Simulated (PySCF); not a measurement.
Al(Br)3 cation (AlBr3), SMILES [Br][Al]([Br])[Br] (connectivity only; charge and spin as stated), charge +1, multiplicity 2. Atoms are numbered in the order given.

```xyz
4

Al     0.0000     0.0000     0.0000
Br    -2.2426     0.0000     0.0000
Br     1.1213     1.9422     0.0000
Br     1.1213    -1.9422     0.0000
```
Charge +1, spin multiplicity 2.

The structure is a stationary point at B3LYP-D3(BJ)/def2-SVP. The spin state was assumed, not searched. The isomer is the one that the SMILES or the coordinates give; other isomers of the formula were not compared.

Method: r2SCAN/def2-TZVP (PySCF).

ESP charges are fitted to the potential on shells at 1.4 to 2.0 van der Waals radii. Atomic charges (e):

```
atom  meta-Löwdin  ESP fit  Mulliken spin
----  -----------  -------  -------------
Al1          0.85        …          -0.07
Br2          0.05        …           0.36
Br3          0.05        …           0.36
Br4          0.05        …           0.36
```

Task: What belongs in the gaps? (An estimate is asked for; the answer gives what the named calculation found.)

Result: 
- Al1, ESP fit: 0.30
- Br2, ESP fit: 0.23
- Br3, ESP fit: 0.23
- Br4, ESP fit: 0.23
